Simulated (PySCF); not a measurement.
# Cl⁺ (chlorine, charge +1) across methods

[Ne] 3s2 3p4, high-spin 3P determinant. Computed with PySCF 2.14 in x2c-QZVPPall (9s6p4d2f1g, 70 functions), with scalar relativity by spin-free X2C-1e.

```tsv
method	E (hartree)	mean ε 3s β (eV)	mean ε 3p α (eV)	mean ε 3p β (eV)	Σ⟨r²⟩ (bohr²)	⟨S²⟩
PBE0	-460.9591	-32.441	-22.028	-19.935	20.46	2.005
LDA	-459.5910	-30.755	-20.309	-18.332	20.57	2.002
MN15	-461.2375	-32.891	-22.690	-20.808	20.33	2.003
r2SCAN0	-461.0734	-32.510	-22.405	-20.174	20.44	2.007
UHF	-460.47173	-36.794	-26.343	-23.641	20.59	2.011
wB97X	-461.1099	-35.188	-24.515	-22.478	20.40	2.004
PBE	-460.9242	-30.535	-20.297	-18.353	20.52	2.004
r2SCANh	-461.0744	-31.438	-21.480	-19.298	20.44	2.007
```

Question: Estimate the same row for r2SCAN.

Answer: E (hartree) = -461.0751; mean ε 3s β (eV) = -30.724; mean ε 3p α (eV) = -20.863; mean ε 3p β (eV) = -18.715; Σ⟨r²⟩ (bohr²) = 20.44; ⟨S²⟩ = 2.007.
